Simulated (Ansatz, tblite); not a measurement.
Cost and result up the ladder for SiHI3 (5 atoms). Total charge 0; singlet. Geometry: r2SCAN-D4/def2-SVP.

| atom | x (Å) | y (Å) | z (Å) |
| --- | --- | --- | --- |
| Si1 | -0.013 | -0.055 | 0.149 |
| H2 | -0.137 | -0.560 | 1.538 |
| I3 | 2.340 | 0.478 | -0.260 |
| I4 | -1.406 | 1.947 | -0.057 |
| I5 | -0.784 | -1.810 | -1.371 |

Ansatz on 4 threads of Intel Xeon on a shared host; xTB runs through tblite on one thread. Times are rough, summed over both states, and most runs start from the orbitals of an earlier one. PBE0-D4/def2-TZVP serves as the yardstick here, not as an exact answer. The other state is a triplet.

In the def2 sets I takes a core potential; there is no spin–orbit coupling. The xTB rows come from tblite.

xTB has no spin-polarisation term.

```tsv
level	functions	wall time	vertical triplet (eV)	difference from PBE0-D4/def2-TZVP (eV)
GFN1-xTB	38	0.037 s	5.78	1.73
GFN2-xTB	37	0.051 s	5.06	1.02
PBE-D4/def2-TZVP (with forces)	193	24 s	3.61	-0.44
r2SCAN-D4/def2-TZVP	193	37 s	3.85	-0.20
PBE0-D4/def2-TZVP	193	62 s	4.05	0.00
```
